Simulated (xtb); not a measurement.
Input for xtb: GFN1-xTB on AlRu, 2S+1 = 4, a spin state set in the input, which need not be the lowest, a point of a bond scan (R = 2.388 Å).

```
$ xtb mol.xyz --gfn 1 --sp --chrg 0 --uhf 3
2

Ru     0.00000000     0.00000000     0.00000000
Al     0.00000000     0.00000000     2.38758100
```

Give the final energy of this run.

-4.4183 hartree.
